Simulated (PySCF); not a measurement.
C2H9FSi3, SMILES F[Si@H]1C[SiH2]C[SiH2]1. Atoms are numbered in the order given.

```xyz
15

F      1.6642     1.5859     0.8404
Si     1.0887     0.7638    -0.4565
C      1.2121    -1.0855    -0.1037
Si    -0.3871    -1.6504     0.7490
C     -1.7761    -0.7877    -0.2154
Si    -1.2602     1.0125    -0.5820
H      1.9086     1.1845    -1.6286
H      1.2927    -1.6115    -1.0732
H      2.1184    -1.3270     0.4759
H     -0.5366    -3.1360     0.7444
H     -0.3902    -1.1754     2.1645
H     -1.9005    -1.3129    -1.1791
H     -2.7435    -0.8404     0.3092
H     -1.7424     1.9328     0.4897
H     -1.7815     1.4904    -1.8974
```
Charge 0, spin multiplicity 1.

Geometry optimised at B3LYP-D3(BJ)/def2-SVP. The structure was generated by enumeration; whether it is a known compound was not checked. Other conformers were not sampled.

All values below come from SMD-B3LYP/6-31G* run with PySCF.

Solvation free energies are E(SMD) − E(gas) at the gas-phase geometry, for 1 M in both phases. In vacuum the dipole moment is 2.14 D.

Estimate the solvation free energies in water, chlorobenzene, diethylether. (An estimate is asked for; the answer gives what the named calculation found.)


```csv
solvent,ΔG(solv) (kcal/mol),its non-electrostatic (CDS) part,dipole (D)
water,1.4,4.7,2.90
chlorobenzene,-2.8,-0.4,2.68
diethylether,-3.1,-1.0,2.61
```
